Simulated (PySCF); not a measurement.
Compound: arsenic tetramer, As4.
Structure used (PBE0-D3(BJ)/def2-SVP), in Å, numbered top down from 1:
```
atom  x, y, z in Å
As1   -0.981    0.003   -1.118
As2    0.676    1.317    0.088
As3    1.059   -1.053   -0.315
As4   -0.650   -0.348    1.268
```

Computed with MP2 and CCSD/aug-cc-pVDZ in PySCF, restricted Hartree–Fock reference, frozen core, non-relativistic, gas phase, PBE0-D3(BJ)/def2-SVP geometry.

E(HF) = -8936.77026 Eh.

How large is the problem?

144 basis functions and 132 electrons; 36 orbitals frozen, which leaves o = 30 correlated occupied and v = 78 virtual orbitals. That is o·v = 2340 singles and o·v(o·v + 1)/2 = 2738970 distinct closed-shell doubles amplitudes before symmetry; the costliest CCSD step grows as o²v⁴ = 3.3 × 10^10.

What are the MP2 and CCSD correlation energies?

MP2 -0.5280 Eh and CCSD -0.5342 Eh, which gives totals of -8937.29822 and -8937.30445 Eh. That is 0.242 eV for each correlated electron at CCSD (1403 kJ/mol in all, 0.006 % of the total energy); MP2 gives 98.8 % of the CCSD value.

What is the T1 diagnostic?

0.0111, below the customary warning level of 0.02. It is the norm of the spatial-orbital singles amplitudes over the root of the number of correlated electrons, so the norm is 0.086.

Connected triples and the basis-set limit are missing.
